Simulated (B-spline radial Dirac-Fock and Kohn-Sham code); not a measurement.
**Two-hole binding energies of Lu²⁺**

System: the Lu²⁺ ion, configuration 1s2 2s2 2p6 3s2 3p6 3d10 4s2 4p6 4d10 4f14 5s2 5p6 6s1, inside a Watson sphere of charge -2 and radius 1.8 Å (a model of the Madelung potential; inside it an electron's potential energy is raised by 16.0 eV).

Level of theory: Dirac-Fock energy differences between relaxed states, corrected for Breit and QED terms; a radial B-spline solver. U is the two-hole binding energy less the two single-hole energies, the effective repulsion of the holes after relaxation. Each two-hole energy is an average over J within one jj subconfiguration.

```
          holes  E(a) (eV)  E(b) (eV)  E(ab) (eV)  U (eV)
           1s⁻²    63321.2    63321.2    127944.9  1302.5
   1s⁻¹ 3p1/2⁻¹    63321.2     2278.5     65709.2   109.5
   1s⁻¹ 3p3/2⁻¹    63321.2     2039.6     65455.6    94.8
   2s⁻¹ 2p3/2⁻¹    10888.7     9256.2     20326.3   181.3
2p1/2⁻¹ 2p3/2⁻¹    10361.1     9256.2     19842.4   225.1
        2p3/2⁻²     9256.2     9256.2     18730.0   217.6
   2p1/2⁻¹ 3s⁻¹    10361.1     2509.9     12950.5    79.4
   2p3/2⁻¹ 3s⁻¹     9256.2     2509.9     11843.9    77.7
3p1/2⁻¹ 3p3/2⁻¹     2278.5     2039.6      4371.6    53.5
        3p3/2⁻²     2039.6     2039.6      4132.4    53.1
3d3/2⁻¹ 3d5/2⁻¹     1652.0     1601.0      3317.6    64.6
        4d3/2⁻²      219.6      219.6       463.5    24.3
4d3/2⁻¹ 4d5/2⁻¹      219.6      209.8       454.1    24.7
        5p3/2⁻²      37.15      37.15           ?       ?
```

Q: Give the missing two-hole energy and U.

A: E(ab) = 88.40 eV and U = 14.1 eV.

Values without a named source are computed, but for edge energies of neutral atoms, which are taken from tables.
